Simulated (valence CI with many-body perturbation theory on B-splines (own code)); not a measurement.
Au LXIV: magnetic and hyperfine properties of the levels

Computed by relativistic CI+MBPT: six valence electrons over a frozen Dirac-Fock core [Ne], radial functions for each j: 9 s, 9 p, 8 d, 6 f, 3 g, 1 h, with the one-electron correlation potential Σ1, the two-electron term Σ2, the three-electron term Σ3, Breit, model QED; selected CI, second order for the rest, scaled by the run's own slope (own B-spline code, finite nucleus).

No measured spectrum was set against this ion. As an estimate, large intervals hold to a few tenths of a per cent, small ones and those within an open d or f shell to about a per cent. Among the levels kept, up to 1000 cm⁻¹ of a level comes from second order outside the variational space, and about a tenth of that is noise between levels of different J, which matters for small intervals.

A/g_I is the dipole constant over the nuclear g factor μ/I (μ in nuclear magnetons, uniformly magnetised nucleus), B/Q the quadrupole constant per barn. Both hold the static response of the core; the bare values leave it out. Large factors of s and p1/2 electrons are usually good to 5 to 10 %; those of open d and f shells near neutrality can be off by tens of per cent, and small factors of p3/2, d and f electrons come from cancelling terms and can be off by a factor of two or in sign, in half-filled shells by more. B is blank for J = 1/2, where it vanishes, and for nearly pure S terms. Energies count from the lowest level. Levels with J = 0 are left out.

Levels are named by their leading jj configuration (3d3/2^4 stands for four electrons in 3d with j = 3/2), which in mixed levels can hold well under half, so a name can repeat and another be missing. Letters in brackets count levels of one name in rising energy.

| Level | E (eV) | g | A/g_I (MHz) | A/g_I bare | B/Q (MHz/b) | B/Q bare |
| --- | --- | --- | --- | --- | --- | --- |
| (3s^2 3p1/2^2 3p3/2^2) J=2 | 0.00 | 1.326 | 261000 | 260000 | 30400 | 30000 |
| (3s^2 3p1/2^2 3p3/2 3d3/2) J=2 | 255.56 | 1.041 | 201000 | 202000 | -3620 | -3370 |
| (3s^2 3p1/2^2 3p3/2 3d3/2) J=1 | 265.07 | 1.092 | 192000 | 194000 | -240000 | -238000 |
| (3s^2 3p1/2^2 3p3/2 3d3/2) J=3 | 265.45 | 1.077 | 198000 | 200000 | 584000 | 580000 |
| (3s^2 3p1/2^2 3p3/2 3d5/2) J=4 | 368.77 | 1.245 | 130000 | 132000 | 598000 | 594000 |
| (3s^2 3p1/2^2 3p3/2 3d5/2) J=2 | 376.81 | 1.226 | 79200 | 82400 | -343000 | -338000 |
| (3s^2 3p1/2^2 3p3/2 3d5/2) J=3 | 396.81 | 1.204 | 117000 | 119000 | -27600 | -24700 |
| (3s^2 3p1/2^2 3p3/2 3d5/2) J=1 | 409.36 | 1.055 | -100000 | -93800 | 76400 | 76600 |
| (3s^2 3p1/2 3p3/2^3) J=1 | 477.44 | 1.488 | -310000 | -301000 | -266000 | -263000 |
| (3s^2 3p1/2 3p3/2^3) J=2 | 487.64 | 1.143 | 841000 | 829000 | -563000 | -556000 |
| (3s^2 3p1/2^2 3d3/2^2) J=2 | 522.15 | 0.756 | 142000 | 145000 | 3840 | 4020 |
| (3s^2 3p1/2^2 3d3/2 3d5/2) J=3 | 640.42 | 1.070 | 80700 | 84300 | 24900 | 25800 |
| (3s^2 3p1/2^2 3d3/2 3d5/2) J=2 | 652.45 | 1.166 | 65700 | 69300 | -45100 | -46300 |
| (3s^2 3p1/2^2 3d3/2 3d5/2) J=4 | 657.69 | 1.054 | 88400 | 92200 | 151000 | 156000 |
| (3s^2 3p1/2^2 3d3/2 3d5/2) J=1 | 657.99 | 1.503 | -1660 | 1430 | 31000 | 32100 |
| (3s 3p1/2^2 3p3/2^3) J=2 | 681.56 | 1.465 | 1870000 | 1830000 | -493000 | -487000 |
| (3s 3p1/2^2 3p3/2^3) J=1 | 703.12 | 1.186 | -1060000 | -1040000 | -199000 | -197000 |
| (3s^2 3p1/2 3p3/2^2 3d3/2) J=2 [a] | 722.29 | 1.025 | 447000 | 443000 | -280000 | -277000 |
| (3s^2 3p1/2 3p3/2^2 3d3/2) J=1 [a] | 725.82 | 0.996 | 480000 | 475000 | -85000 | -84900 |
| (3s^2 3p1/2 3p3/2^2 3d3/2) J=3 [a] | 730.97 | 1.063 | 436000 | 433000 | 11700 | 12700 |
| (3s^2 3p1/2 3p3/2^2 3d3/2) J=4 | 739.34 | 1.039 | 505000 | 500000 | 93200 | 95600 |
| (3s^2 3p1/2 3p3/2^2 3d3/2) J=2 [b] | 754.25 | 0.804 | 691000 | 683000 | 313000 | 313000 |
| (3s^2 3p1/2^2 3d5/2^2) J=4 | 768.39 | 1.173 | 59400 | 62600 | 75100 | 77700 |
| (3s^2 3p1/2 3p3/2^2 3d3/2) J=3 [b] | 769.22 | 1.164 | 86200 | 89700 | 58600 | 58900 |
| (3s^2 3p1/2 3p3/2^2 3d3/2) J=2 [c] | 777.61 | 1.242 | 445000 | 441000 | -32300 | -33700 |
| (3s^2 3p1/2^2 3d5/2^2) J=2 | 778.65 | 1.202 | 58100 | 61600 | -46300 | -47900 |
| (3s^2 3p1/2 3p3/2^2 3d3/2) J=1 [b] | 784.30 | 1.460 | 242000 | 242000 | 208000 | 206000 |
| (3s^2 3p1/2 3p3/2^2 3d3/2) J=1 [c] | 797.95 | 0.913 | -542000 | -525000 | -130000 | -127000 |
| (3s^2 3p1/2 3p3/2^2 3d5/2) J=3 [a] | 831.06 | 1.307 | -161000 | -154000 | 69500 | 70500 |
| (3s^2 3p1/2 3p3/2^2 3d5/2) J=4 [a] | 831.18 | 1.293 | -75400 | -69800 | 174000 | 176000 |
| (3s^2 3p1/2 3p3/2^2 3d5/2) J=4 [b] | 844.79 | 1.172 | 427000 | 423000 | 23100 | 24500 |
| (3s^2 3p1/2 3p3/2^2 3d5/2) J=5 | 848.02 | 1.185 | 390000 | 387000 | 115000 | 117000 |
| (3s^2 3p1/2 3p3/2^2 3d5/2) J=1 | 848.92 | 0.884 | 1100000 | 1080000 | 14800 | 15000 |
| (3s^2 3p1/2 3p3/2^2 3d5/2) J=2 | 868.32 | 1.273 | -306000 | -296000 | 466000 | 463000 |

Question: Take the isotope of mass number 197, with I = 3/2, μ = 0.1452 μN and Q = 0.547 b. What is the hyperfine structure of (3s^2 3p1/2^2 3p3/2 3d3/2) J=2?

Answer: From the table A = 19500 MHz, B = -1980 MHz. Shifts from the centre of gravity in MHz: F = 1/2: -89500, F = 3/2: -58500, F = 5/2: -8510, F = 7/2: 58000.
